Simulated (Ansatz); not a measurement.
`B[SiH]([SiH3])O[SiH3]` + H₂ → `[SiH3]O[SiH2][SiH3]` + BH₃  (hydrogenolysis of the Si–B bond)

Program: Ansatz. Geometries: PBE0-D4/def2-TZVP. ΔE: electronic, gas phase. CCSD(T)/CBS is the MP2 limit (def2-TZVPP, def2-QZVPP) plus CCSD(T) − MP2 in def2-TZVPP, frozen cores. This one scheme is used for every species. Functionals use def2-TZVPP. Each species was taken in one conformer, which may not be the lowest.

`B[SiH]([SiH3])O[SiH3]`:

Cartesian coordinates in Å:
```
B 1.872 -1.749 0.014
Si 0.854 -0.045 -0.053
Si -0.254 0.114 2.027
O -0.223 0.051 -1.295
Si -1.446 0.947 -1.907
H 1.594 -2.713 -0.636
H 2.764 -1.844 0.807
H 1.780 1.127 -0.117
H 0.753 0.212 3.117
H -1.115 -1.074 2.279
H -1.116 1.329 2.056
H -1.924 0.291 -3.148
H -2.561 1.030 -0.926
H -0.977 2.323 -2.218
```

H₂:

```xyz
2

H     0.349   -0.129    0.025
H    -0.349    0.129   -0.025
```

`[SiH3]O[SiH2][SiH3]`:

```xyz
12

Si   -1.216    1.209   -1.349
O    -1.309   -0.121   -0.403
Si   -0.507   -1.098    0.642
Si    1.721   -0.419    0.934
H     0.155    1.784   -1.279
H    -1.523    0.836   -2.752
H    -2.197    2.219   -0.878
H    -0.546   -2.490    0.117
H    -1.214   -1.080    1.951
H     1.791    0.960    1.489
H     2.461   -0.449   -0.357
H     2.386   -1.351    1.886
```

BH₃:

Z-matrix (Å, degrees):
```
B
H 1 1.193
H 1 1.193 2 120.0
H 1 1.193 2 120.0 3 180.0
```

Task: Is it downhill or uphill in electronic energy at CCSD(T)/CBS, and by how much? (An estimate is asked.)

Result: Computed: Downhill: ΔE = -31.8 kJ/mol.

Task: What do these levels give: PBE0-D4, ωB97M-V, r2SCAN, CCSD(T)/def2-TZVPP, HF/def2-QZVPP, MP2/def2-QZVPP? (Estimate.)

Result: Computed: PBE0-D4 -23.3, ωB97M-V -34.3, r2SCAN -23.4, CCSD(T)/def2-TZVPP -33.8, HF/def2-QZVPP -65.4, MP2/def2-QZVPP -34.6 kJ/mol.

Largest T1 diagnostic among the species: 0.013.

The D4 term adds +7.7 kJ/mol with B3LYP and +4.4 kJ/mol with PBE0; it sums over pairs of atoms, weighted by their polarisabilities, and B3LYP, whose exchange is more repulsive, gets the larger term. From PBE to PBE0 (25 % exact exchange), in def2-TZVPP and without D4, ΔE moves by −9.3 kJ/mol.

B3LYP here is the variant with VWN-RPA as its local correlation; programs differ in this.
